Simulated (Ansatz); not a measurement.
C2H4BFO (`C=C(O)BF`), relaxed with RKS PBE0-D4/def2-TZVP in the Gaussian-basis code of Ansatz from a PBE-D4/def2-SVP geometry. The force threshold is 0.005 eV/Å; the program also tests the step.

Total charge 0; spin multiplicity 1.

Start:

```xyz
9

C     0.514   -0.572    0.980
C    -0.273    0.043    0.055
O    -1.602    0.303    0.212
B     0.365    0.496   -1.297
F    -0.375    1.105   -2.222
H     1.578   -0.740    0.764
H     0.134   -0.918    1.958
H    -1.887   -0.023    1.089
H     1.545    0.307   -1.538
```

(1) By how much does the energy fall, and how many steps does the optimiser take? (Best estimate.)

(2) Which bonds change most? (Estimate.)

(3) Give the relaxed structure. (Best estimate.)

Answers

(1) Ansatz gave: 0.04 eV, in 4 steps.

(2) Ansatz gave: C1–C2 from 1.361 to 1.339 Å; B4–H9 from 1.219 to 1.197 Å; C1–H7 from 1.105 to 1.087 Å; C1–H6 from 1.099 to 1.081 Å.

(3) Ansatz gave: 
```xyz
9

C     0.508   -0.565    0.966
C    -0.267    0.041    0.057
O    -1.589    0.297    0.222
B     0.369    0.490   -1.286
F    -0.364    1.090   -2.204
H     1.555   -0.727    0.747
H     0.137   -0.908    1.928
H    -1.878   -0.022    1.083
H     1.529    0.303   -1.514
```
